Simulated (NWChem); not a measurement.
# Correlation energy of Ge (+1)

```xyz
1

Ge     0.0000     0.0000     0.0000
```
Charge +1, spin multiplicity 2.

All runs are NWChem calculations.

Basis set: 6-311G**. Each correlation energy counts from its own Hartree-Fock reference.

The Hamiltonian is non-relativistic. The correlated methods keep 9 core orbitals frozen. The Pople sets run with spherical d functions. The stability of the SCF solutions was not checked. Open-shell Hartree-Fock references start from PBE0 orbitals. Coupled-cluster values serve here as a point of comparison, not as the truth.

```json
[
 {"method": "CCSD on ROHF", "correlation energy (mHa)": "-188.0"},
 {"method": "CCSD[T] on ROHF", "correlation energy (mHa)": "?"},
 {"method": "UMP2", "correlation energy (mHa)": "-179.7"},
 {"method": "CCSD on UHF", "correlation energy (mHa)": "?"},
 {"method": "SCS-UMP2", "correlation energy (mHa)": "?"},
 {"method": "CCSD(T) on ROHF", "correlation energy (mHa)": "-192.6"},
 {"method": "CCSD(T) on UHF", "correlation energy (mHa)": "?"},
 {"method": "CCSD[T] on UHF", "correlation energy (mHa)": "-189.5"}
]
```

Fill in the missing entries.


- CCSD[T] on ROHF, correlation energy (mHa): -193.2
- CCSD on UHF, correlation energy (mHa): -184.3
- SCS-UMP2, correlation energy (mHa): -167.1
- CCSD(T) on UHF, correlation energy (mHa): -188.8
